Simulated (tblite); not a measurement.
Task: Write Cartesian coordinates for `N#Cc1[c]c(C#N)ncc1` [radical] as optimised with GFN2-xTB. (Doublet state.)

Result: 
```xyz
12
C7H2N3 angstrom
N     -2.9850    2.0319   -0.7835
C     -2.0766    1.3797   -0.5420
C     -0.9607    0.5560   -0.2424
C      0.3003    1.0805   -0.0780
C      1.3807    0.2786    0.2138
C      2.6912    0.7973    0.3884
N      3.7372    1.2410    0.5232
N      1.1922   -1.0368    0.3374
C      0.0032   -1.5679    0.1858
C     -1.1339   -0.8313   -0.1071
H     -0.0426   -2.6422    0.3052
H     -2.1048   -1.2875   -0.2268
```

Orientation and origin are arbitrary. Atoms count from 1 in this order. The C–C distances run from 1.376 Å (C3–C4, aromatic) to 1.420 Å (C5–C6, drawn single), a spread of 0.044 Å. The 10 heavy atoms lie in one plane (0.000 Å rms). C10 (carbon bonded to 2 C and H) is planar (angles 122.5°, 121.2° and 116.4°, sum 360.0°, 0.00 Å off the plane of its three neighbours). C3 (carbon bonded to 3 C) is planar (angles 121.7°, 119.8° and 118.6°, sum 360.0°, 0.00 Å off the plane of its three neighbours).

Bonds between heavy atoms (Å): N1≡C2 1.144, C2–C3 1.419, C3–C4 1.376, C4–C5 1.377, C5–C6 1.420, C6≡N7 1.144, C5–N8 1.335, N8–C9 1.311, C9–C10 1.386, C3–C10 1.405.

Structure optimised with GFN2-xTB, isolated species. This method treats the open shell by occupation alone, without spin polarisation.

Point group: Cs (tolerance 0.08 Å). Its GFN2-xTB frequencies are all real (lowest 100 cm⁻¹).

Hardware: one thread of an Arm Neoverse N1 (shared host). Cost: 0.35 s wall. That covers the optimisation of the geometry.

All values are computed, not measured.
